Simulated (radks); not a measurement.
The numbers below are computed, except where a source is named.
Q: Excited configurations of P I: one electron is placed in a higher orbital outside [Ne] 3s2 3p2. The ground configuration is [Ne] 3s2 3p3. Level of theory: non-relativistic Kohn-Sham, TPSS, spin-polarised, spherical densities, point nucleus; open shells are filled with parallel spins first; meta-GGA in the generalised Kohn-Sham scheme (a radial shooting solver on a logarithmic mesh with Libxc functionals). Excitation = E - E(ground); binding = E(ion) - E, where the ion is the core of charge +1; n* = 1/sqrt(2 binding) in atomic units, and the quantum defect is n - n*.

| outer orbital | excitation (eV) | binding (eV) | n* | quantum defect | eigenvalue (eV) | <r> (bohr) |
|---|---|---|---|---|---|---|
| 4s | 7.191 | 3.487 | 1.975 | 2.025 | -2.054 | 6.151 |
| 4p | 8.233 | 2.445 | 2.359 | 1.641 | -1.357 | 7.995 |
| 5p | 9.336 | 1.341 | 3.185 | 1.815 | -0.797 | 15.91 |

Estimate the row for 6f.

A: excitation (eV) 10.199; binding (eV) 0.478; n* 5.334; quantum defect 0.666; eigenvalue (eV) -0.311; <r> (bohr) 43.77. The Delta-SCF ionisation energy is 10.678 eV (NIST Atomic Spectra Database: 10.487 eV, measured). Self-interaction in the functional shifts the binding energies and quantum defects, so they are the method's values and not measured ones. Open shells are spherical and high-spin; term and fine-structure splittings are not resolved.
